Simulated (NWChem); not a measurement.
**Correlation energy of H6PSi2**

```
P
Si 1 2.2612
H 2 1.4930 1 109.45
H 2 1.4970 3 109.02 1 -119.33
H 2 1.4974 3 109.07 4 -118.27
Si 1 2.2612 2 94.56 3 167.15
H 6 1.4930 1 109.45 2 167.15
H 6 1.4970 7 109.02 1 -119.33
H 6 1.4974 7 109.07 8 -118.27
```
Charge 0, spin multiplicity 2.

Everything below was run with NWChem. The geometry was optimised at UPBE0/def2-SVP, a minimum by its harmonic frequencies.

Basis set: cc-pVDZ. Each correlation energy counts from its own Hartree-Fock reference.

```json
[
 {"method": "URI-MP2", "correlation energy (mHa)": "-305.6"},
 {"method": "UMP2", "correlation energy (mHa)": "-305.8"},
 {"method": "SCS-UMP2", "correlation energy (mHa)": "-320.4"},
 {"method": "CCSD on ROHF", "correlation energy (mHa)": "-373.8"},
 {"method": "CCSD[T] on ROHF", "correlation energy (mHa)": "-384.7"},
 {"method": "CCSD(T) on ROHF", "correlation energy (mHa)": "-384.5"},
 {"method": "CCSD on UHF", "correlation energy (mHa)": "-369.8"},
 {"method": "CCSD[T] on UHF", "correlation energy (mHa)": "-380.5"},
 {"method": "CCSD(T) on UHF", "correlation energy (mHa)": "-380.2"}
]
```

The values span 79.0 mHa, from CCSD[T] on ROHF (lowest) to URI-MP2 (highest). 

The correlated methods keep 15 core orbitals frozen. The structure started from a generated list of species. The unpaired electrons of the parent sit in orbitals of symmetry b (C2 labels of the run); other states weren't searched. No SCF solution was tested for a lower state. Open-shell Hartree-Fock references start from PBE0 orbitals. No row is a measurement; the coupled-cluster row has its own basis-set and correlation limits.
